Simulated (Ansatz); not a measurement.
Reaction (atomization): `CC(C)[O][AlH][O]C(C)C` → Al• + 6 C• + 15 H• + 2 O•

Isolated molecules relaxed with PBE0-D4/def2-TZVP in Ansatz; ΔE leaves out vibrations. CCSD(T)/CBS is the MP2 limit (def2-TZVPP, def2-QZVPP) plus CCSD(T) − MP2 in def2-TZVPP, frozen cores. This one scheme is used for every species, atoms too. For atomizations the MP2-based limit and the directly extrapolated one differ by several kJ/mol either way, and by 10 to 25 for some Ge, Se and Sn compounds, so smaller differences from it don't rank the levels. Functionals use def2-TZVPP. Open shells (•) are unrestricted, without spin–orbit coupling. Spin–orbit coupling would lower the free atoms: a little for Al, C, O. One conformer a species, not always the lowest.

```json
{"species": "`CC(C)[O][AlH][O]C(C)C`", "r2SCANh energy (Eh)": "-630.54671"}
{"species": "Al•", "r2SCANh energy (Eh)": "-242.32957"}
{"species": "C•", "r2SCANh energy (Eh)": "-37.83336"}
{"species": "H•", "r2SCANh energy (Eh)": "-0.49990"}
{"species": "O•", "r2SCANh energy (Eh)": "-75.05767"}
```

Work out ΔE.

ΔE = 15 × (-0.49990) + 6 × (-37.83336) + 2 × (-75.05767) + (-242.32957) − (-630.54671) = 3.60314 Eh = +9460.0 kJ/mol. CCSD(T)/CBS gives +9505.3 kJ/mol.

Largest T1 diagnostic among the species: 0.018.

From r2SCAN to r2SCAN0 (25 % exact exchange), in def2-TZVPP and without D4, ΔE moves by −114.6 kJ/mol: exact exchange takes away binding that semilocal exchange gives to molecules. Leaving LDA and LC-ωPBE aside and taking each functional with its dispersion term where it has one, the values, not all of them listed here, spread over 382.3 kJ/mol, from BHLYP-D4 to PBE-D4. LDA lies +1196.3 kJ/mol from PBE without D4, its usual overbinding. In def2-TZVPP, CCSD(T) changes the Hartree–Fock value by +2196.9 kJ/mol (the triples alone add +119.1 kJ/mol) and MP2 by +2324.8 kJ/mol; breaking electron pairs costs correlation energy, which Hartree–Fock lacks.
